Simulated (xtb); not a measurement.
InO (SMILES [O]=[In]), doublet, from a rough starting geometry (GFN-xTB shapes and energies of metal compounds can be far from the true ones); GFN2-xTB run with xtb.

Input for xtb:
```
$ xtb mol.xyz --gfn 2 --uhf 1 --opt vtight --json

# file mol.xyz
2

In     0.08613498    -0.04181807    -0.93101879
O     -0.06483136     0.09161760     0.89975378
```

Question: Write the output that xtb gives for this input, abridged.

Answer: 
```
   ID    Z sym.   atoms
    1   49 In     1
    2    8 O      2

           -------------------------------------------------
          |                Calculation Setup                |
           -------------------------------------------------

           -------------------------------------------------
          |                 G F N 2 - x T B                 |
           -------------------------------------------------

          ...................................................
          :                      SETUP                      :
          :.................................................:
          :  # basis functions                  14          :
          :  # atomic orbitals                  13          :
          :  # shells                            5          :
          :  # electrons                         9          :
          :  max. iterations                   250          :
          :  Hamiltonian                  GFN2-xTB          :
          :  restarted?                      false          :
          :  GBSA solvation                  false          :
          :  PC potential                    false          :
          :  electronic temp.          300.0000000     K    :
          :  accuracy                    1.0000000          :
          :  -> integral cutoff          0.2500000E+02      :
          :  -> integral neglect         0.1000000E-07      :
          :  -> SCF convergence          0.1000000E-05 Eh   :
          :  -> wf. convergence          0.1000000E-03 e    :
          :  Broyden damping             0.4000000          :
          :  net charge                          0          :
          :  unpaired electrons                  1          :
          ...................................................

 iter      E             dE          RMSdq      gap      omega  full diag
   1     -5.2387456 -0.523875E+01  0.298E+01    5.97       0.0  T
   2     -5.2422846 -0.353901E-02  0.157E+01    6.13       1.0  T
   3     -5.2425938 -0.309236E-03  0.447E+00    5.59       1.0  T
   4     -5.2429101 -0.316303E-03  0.539E-01    5.66       1.0  T
   5     -5.2429312 -0.210402E-04  0.729E-02    5.73       1.0  T
   6     -5.2429320 -0.785365E-06  0.136E-01    5.71       1.0  T
   7     -5.2429335 -0.152158E-05  0.148E-02    5.72       4.8  T
   8     -5.2429335 -0.298685E-08  0.189E-03    5.72      37.4  T
   9     -5.2429335 -0.100123E-09  0.445E-04    5.72     158.8  T
  10     -5.2429335 -0.170539E-10  0.578E-05    5.72    1223.1  T

   *** convergence criteria satisfied after 10 iterations ***

         :::::::::::::::::::::::::::::::::::::::::::::::::::::
         ::                     SUMMARY                     ::
         :::::::::::::::::::::::::::::::::::::::::::::::::::::
         :: total energy              -5.236231459318 Eh    ::
         :: gradient norm              0.002237701325 Eh/a0 ::
         :: HOMO-LUMO gap              5.724298204143 eV    ::
         ::.................................................::
         :: SCC energy                -5.242933490500 Eh    ::
         :: -> isotropic ES            0.039691738938 Eh    ::
         :: -> anisotropic ES          0.008679727065 Eh    ::
         :: -> anisotropic XC         -0.000324883286 Eh    ::
         :: -> dispersion             -0.000554722267 Eh    ::
         :: repulsion energy           0.006702031182 Eh    ::
         :: add. restraining           0.000000000000 Eh    ::
         :: total charge               0.000000000001 e     ::
         :::::::::::::::::::::::::::::::::::::::::::::::::::::

      -----------------------------------------------------------
     |                   =====================                   |
     |                        A N C O P T                        |
     |                   =====================                   |
     |               Approximate Normal Coordinate               |
[...]
 * total energy  :    -5.2362315 Eh     change       -0.9761081E-12 Eh
 * total energy  :    -5.2362371 Eh     change       -0.5622513E-05 Eh
 * total energy  :    -5.2362389 Eh     change       -0.1840802E-05 Eh
 * total energy  :    -5.2362394 Eh     change       -0.5245520E-06 Eh
 * total energy  :    -5.2362394 Eh     change       -0.5125589E-10 Eh
   *** GEOMETRY OPTIMIZATION CONVERGED AFTER 5 ITERATIONS ***
         :: total energy              -5.236239447238 Eh    ::
[...]
         :: gradient norm              0.000000018407 Eh/a0 ::
         :: HOMO-LUMO gap              5.713201271642 eV    ::
         ::.................................................::
         :: SCC energy                -5.242644832450 Eh    ::
         :: -> isotropic ES            0.039762790389 Eh    ::
         :: -> anisotropic ES          0.008725621273 Eh    ::
         :: -> anisotropic XC         -0.000318071863 Eh    ::
         :: -> dispersion             -0.000554779164 Eh    ::
         :: repulsion energy           0.006405385212 Eh    ::
         :: add. restraining           0.000000000000 Eh    ::
         :: total charge               0.000000000001 e     ::
         :::::::::::::::::::::::::::::::::::::::::::::::::::::

           -------------------------------------------------
          |                Property Printout                |
           -------------------------------------------------

    * Orbital Energies and Occupations

         #    Occupation            Energy/Eh            Energy/eV
      -------------------------------------------------------------
         1        2.0000           -0.6139272             -16.7058
         2        2.0000           -0.5251241             -14.2894
         3        2.0000           -0.4167622             -11.3407
         4        2.0000           -0.4167622             -11.3407
         5        1.0000           -0.3885254             -10.5723 (HOMO)
         6                         -0.1785692              -4.8591 (LUMO)
         7                         -0.1785692              -4.8591
         8                         -0.0816062              -2.2206
         9                         -0.0648537              -1.7648
        10                         -0.0648537              -1.7648
        11                          0.0183087               0.4982
        12                          0.0183087               0.4982
        13                          0.3144206               8.5558
      -------------------------------------------------------------
                  HL-Gap            0.2099563 Eh            5.7132 eV
             Fermi-level           -0.3429309 Eh           -9.3316 eV

     #   Z          covCN         q      C6AA      α(0)
     1  49 In       0.755     0.459   515.902    59.614
     2   8 O        0.755    -0.459    22.942     6.419

 Mol. C6AA /au·bohr⁶  :        723.044315
 Mol. C8AA /au·bohr⁸  :      86814.820570
 Mol. α(0) /au        :         66.033218

Wiberg/Mayer (AO) data.
largest (>0.10) Wiberg bond orders for each atom

 ---------------------------------------------------------------------------
     #   Z sym  total        # sym  WBO       # sym  WBO       # sym  WBO
 ---------------------------------------------------------------------------
     1  49 In   1.414 --     2 O    1.414
     2   8 O    1.414 --     1 In   1.414
 ---------------------------------------------------------------------------

Topologies differ in total number of bonds
Writing topology from bond orders to xtbtopo.mol

molecular dipole:
                 x           y           z       tot (Debye)
 q only:        0.131      -0.116      -1.592
   full:        0.165      -0.145      -1.996       5.104
molecular quadrupole (traceless):
                xx          xy          yy          xz          yz          zz
 q only:       -0.036       0.006      -0.061      -0.054      -0.107       0.097
  q+dip:       -0.692      -0.005      -0.725      -0.229       0.008       1.417
   full:        0.631       0.020       0.604       0.101      -0.284      -1.235

optimized geometry written to: xtbopt.xyz

           -------------------------------------------------
          | TOTAL ENERGY               -5.236239447238 Eh   |
          | GRADIENT NORM               0.000000018407 Eh/α |
          | HOMO-LUMO GAP               5.713201271642 eV   |
           -------------------------------------------------

normal termination of xtb
```
